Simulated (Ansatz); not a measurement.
C$_{2}$H$_{10}$BNSi, SMILES `BN([SiH3])CC`, charge 0, multiplicity 1.

Problem. Give a relaxed structure at PBE0-D4/def2-TZVP (Ansatz). (Estimate.)

Solution. Ansatz gave: 
Z-matrix (Å, degrees):
```
Si
N 1 1.750
H 1 1.488 2 110.4
H 1 1.488 2 109.2 3 117.7
H 1 1.479 2 109.1 3 -121.2
C 2 1.467 1 116.6 3 -56.6
B 2 1.396 1 122.5 3 124.1
C 6 1.517 2 112.5 1 88.2
H 6 1.097 2 109.3 1 -34.2
H 6 1.092 2 108.2 1 -150.1
H 7 1.200 2 119.1 1 177.7
H 7 1.197 2 119.6 1 -2.1
H 8 1.093 6 110.6 2 -179.1
H 8 1.092 6 111.4 2 -59.0
H 8 1.092 6 110.3 2 61.0
```
This is one stationary point; other conformers may exist.
